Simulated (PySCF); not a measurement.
PySCF input file for C₄H₄Cl₂, SMILES C(C=C)=C(Cl)Cl, PBE/pcSseg-1. Coordinates come from a B3LYP-D3(BJ)/def2-SVP optimisation. One conformer was computed; it need not be the lowest.

```python
import numpy as np
from pyscf import gto, scf, dft
from pyscf.prop.nmr import rks as nmr

mol = gto.M(
    atom='''
    C    -0.46425830   -3.25929498    0.00000000
    C     0.11395207   -2.04604086    0.00000000
    C    -0.63547637   -0.80329473    0.00000000
    C    -0.10728923    0.43583103    0.00000000
    Cl    1.60054222    0.75371979    0.00000000
    Cl   -1.10058585    1.85873637    0.00000000
    H    -1.55250118   -3.37482010    0.00000000
    H     0.13430939   -4.17291194    0.00000000
    H     1.20462910   -1.96319369    0.00000000
    H    -1.72726472   -0.86403169    0.00000000
    ''',
    basis='pcSseg-1',
    charge=0,
    spin=0,
    max_memory=1600,
    verbose=3,
)
mf = dft.RKS(mol, xc='pbe')
mf.grids.level = 3
mf.conv_tol = 1e-10
mf.max_cycle = 100
mf.kernel()
n = nmr.NMR(mf)
n.verbose = 2
n.max_cycle_cphf = 60
sigma = n.kernel()
print('atom   isotropic/ppm   span/ppm')
for i, s in enumerate(sigma):
    w = np.linalg.eigvalsh((s + s.T) / 2)
    print(f'{mol.atom_symbol(i):2s}{i + 1:3d} {w.mean():14.3f} {w[2] - w[0]:11.3f}')
```

Log of the run:

```
converged SCF energy = -1074.56101575043
atom   isotropic/ppm   span/ppm
C   1         55.219     199.316
C   2         41.556     218.318
C   3         45.386     159.173
C   4         34.059     107.178
Cl  5        587.588     510.674
Cl  6        554.580     598.198
H   7         25.755       6.924
H   8         25.770       5.732
H   9         24.570       9.107
H  10         24.976       8.030
```

The calculation finished and met its thresholds.

Cost: about 28 core-seconds (a rough figure).
